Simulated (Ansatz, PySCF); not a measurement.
Si(F)(OH)2(OSiH3) (FH₅O₃Si₂), SMILES O[Si](O)(F)O[SiH3]. Atoms are numbered in the order given.

```xyz
11

O      0.9899    -1.2908    -0.1634
Si     0.7208     0.3258    -0.1530
O      1.6545     1.0199     1.0055
F      1.1146     0.9983    -1.5704
O     -0.8794     0.5465     0.0626
Si    -2.1862    -0.4736     0.2745
H      1.8920    -1.6045    -0.0484
H      1.7458     1.9779     0.9952
H     -2.3388    -1.3669    -0.9064
H     -2.0012    -1.2956     1.5022
H     -3.3957     0.3783     0.4203
```
Charge 0, spin multiplicity 1.

The structure is a stationary point at ωB97X-D3(BJ)/def2-SVP. Other conformers were not sampled.

Two levels are set side by side: PBE-D3(BJ)/def2-SVP (Ansatz, a program for electronic structure) and ωB97X-D3(BJ)/def2-SVP (PySCF). Each level has its own optimised geometry; the coordinates shown are those of the second. Frequencies come from the Hessian of PySCF at each geometry. Differences are taken from unrounded values.

| quantity | ωB97X-D3(BJ) |
|---|---|
| mean bond length (Å) | 1.459 |
| bond O1–Si2 (Å) | 1.639 |
| bond Si2–O3 (Å) | 1.642 |
| bond Si2–F4 (Å) | 1.618 |
| bond Si2–O5 (Å) | 1.630 |
| bond O5–Si6 (Å) | 1.671 |
| bond O1–H7 (Å) | 0.962 |
| bond O3–H8 (Å) | 0.962 |
| bond Si6–H9 (Å) | 1.489 |
| bond Si6–H10 (Å) | 1.489 |
| bond Si6–H11 (Å) | 1.487 |
| highest harmonic wavenumber (cm⁻¹) | 3951 |
| mean harmonic wavenumber (cm⁻¹) | 1023 |
| zero-point energy (kcal/mol) | 39.48 |

What does PBE-D3(BJ) give, and how far is it from ωB97X-D3(BJ)? (An estimate is asked for; the answer gives what the named calculation found.)


| quantity | PBE-D3(BJ) | PBE-D3(BJ) minus ωB97X-D3(BJ) |
|---|---|---|
| mean bond length (Å) | 1.472 | 0.013 |
| bond O1–Si2 (Å) | 1.652 | 0.013 |
| bond Si2–O3 (Å) | 1.656 | 0.014 |
| bond Si2–F4 (Å) | 1.630 | 0.012 |
| bond Si2–O5 (Å) | 1.645 | 0.016 |
| bond O5–Si6 (Å) | 1.685 | 0.014 |
| bond O1–H7 (Å) | 0.972 | 0.010 |
| bond O3–H8 (Å) | 0.973 | 0.010 |
| bond Si6–H9 (Å) | 1.502 | 0.014 |
| bond Si6–H10 (Å) | 1.503 | 0.014 |
| bond Si6–H11 (Å) | 1.500 | 0.013 |
| highest harmonic wavenumber (cm⁻¹) | 3782 | -169 |
| mean harmonic wavenumber (cm⁻¹) | 979 | -44 |
| zero-point energy (kcal/mol) | 37.78 | -1.70 |

Exact exchange shortens and stiffens bonds; PBE has none. Differences between two approximate levels are no errors against the true value.
